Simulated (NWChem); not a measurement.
Species: C2H4F2OSi; SMILES C=C(F)[Si@@H](O)F

```xyz
10

C     -1.2359    -1.6569    -0.3577
C     -0.1178    -1.0584     0.0507
F      1.0091    -1.8026     0.2568
Si     0.1143     0.7684     0.4012
O      1.3078     1.4297    -0.5224
F     -1.3252     1.4226     0.0754
H     -1.2804    -2.7282    -0.5342
H     -2.1323    -1.0681    -0.5173
H      0.4832     1.0574     1.7976
H      1.3233     1.2017    -1.4628
```
Atoms are numbered in this order, from 1.

Program: NWChem. Geometry: optimised at B3LYP/6-31G* (spherical d). Atomic charges in e: unrestrained fits to the electrostatic potential beside Mulliken populations; buried atoms are poorly determined by the fit.

Q: Estimate the computed values for B3LYP/def2-SVP. Quantities: ESP C1; Mulliken C1; ESP C2; Mulliken C2; ESP F3; Mulliken F3; ESP Si4; Mulliken Si4; ESP O5; Mulliken O5; relative RMS misfit of the potential (%).

A: 
- ESP C1: -0.36
- Mulliken C1: -0.04
- ESP C2: 0.06
- Mulliken C2: -0.03
- ESP F3: -0.19
- Mulliken F3: -0.23
- ESP Si4: 0.87
- Mulliken Si4: 0.84
- ESP O5: -0.63
- Mulliken O5: -0.38
- relative RMS misfit of the potential (%): 28
